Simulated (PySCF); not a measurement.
A structure optimised at PBE0-D3(BJ)/def2-TZVP, used in a PySCF frequency run:

```xyz
7

Al     0.5727    -0.1253     0.0000
C     -0.3060     1.6324     0.0000
H     -0.9461     1.7121     0.8844
H     -0.9461     1.7121    -0.8844
H      0.3987     2.4650     0.0000
O     -0.4903    -1.4607     0.0000
H     -0.1931    -2.3693     0.0000
```
Charge 0, spin multiplicity 2.

Question: Write its SMILES, formula and point group.

Answer: [CH3][Al][OH], CH4AlO, Cs

Question: What are its rotational constants (standard atomic weights)?

Answer: 29.275, 5.8993, 5.0651 GHz
